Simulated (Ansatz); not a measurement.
Cost and result for the atomization energy of `O=C([SiH3])[SiH3]` (10 atoms, 9 bonds).

Cartesian coordinates in Å:
```
O 1.0206 1.3602 1.0918
C 0.4085 0.5441 0.4372
Si 1.3496 -0.5666 -0.8488
Si -1.5095 0.3532 0.6779
H 1.1363 -1.9917 -0.4789
H 0.7487 -0.3390 -2.1905
H 2.7916 -0.2242 -0.8446
H -1.9795 1.2983 1.7184
H -2.1720 0.6205 -0.6270
H -1.7943 -1.0548 1.0647
```

Charge 0, multiplicity 1. The structure was optimised at the PBE0-D4/def2-TZVP level. Program: Ansatz. All runs use 2 threads of an Arm Neoverse V1 on a shared host. Times are those of one run each, without the atoms' runs, and a repeat can differ threefold. Electronic energies, without spin–orbit coupling; frozen cores. CCSD(T)/CBS adds CCSD(T) − MP2 in def2-TZVPP to the MP2 limit, and its time is that of the two runs behind it. T1 = 0.016.

CCSD(T)/CBS is a level of theory with its own doubt, some kJ/mol a heavy atom from the limit and from the frozen cores, so smaller differences don't rank the functionals.

```tsv
level	functions	wall time	atomization (kJ/mol)	difference from CCSD(T)/CBS	per bond
LDA (SPW92)/def2-TZVPP	230	1.8 s	3710.4	423.7	47.1
revPBE-D4/def2-TZVPP	230	2.9 s	3248.7	-38.0	-4.2
BLYP-D4/def2-TZVPP	230	3.1 s	3286.1	-0.6	-0.1
PBE-D4/def2-TZVPP (with forces)	230	3.8 s	3311.4	24.7	2.8
CCSD(T)/def2-SVP	94	4.1 s	3082.2	-204.5	-22.7
PBE0-D4/def2-TZVPP	230	4.5 s	3252.9	-33.8	-3.8
BHLYP-D4/def2-TZVPP	230	4.6 s	3198.1	-88.6	-9.8
B2PLYP/def2-TZVPP	230	8.5 s	3244.1	-42.6	-4.7
PBE-QIDH/def2-TZVPP	230	8.5 s	3231.4	-55.3	-6.1
ωB97X-V/def2-TZVPP	230	13 s	3307.7	21.0	2.3
MP2/def2-QZVPP	434	32 s	3268.8	-17.9	-2.0
CCSD(T)/def2-TZVPP	230	2.1 min	3196.7	-90.0	-10.0
CCSD(T)/CBS(def2)	–	2.7 min	3286.7	0.0	0.0
```

From BLYP to BHLYP (50 % exact exchange), in def2-TZVPP and without D4, the atomization energy moves by −70.0 kJ/mol: exact exchange takes away binding that semilocal exchange gives to molecules. At CCSD(T), def2-SVP lies −204.5 kJ/mol from the extrapolated value and def2-TZVPP −90.0 kJ/mol: correlation converges slowly with the basis, and small sets miss more of it in the bonded molecule than in its fragments. The D4 term adds +32.9 kJ/mol with B3LYP and +17.3 kJ/mol with PBE0; it sums over pairs of atoms, weighted by their polarisabilities, and B3LYP, whose exchange is more repulsive, gets the larger term.

B3LYP here is the variant with VWN-RPA as its local correlation; programs differ in this.
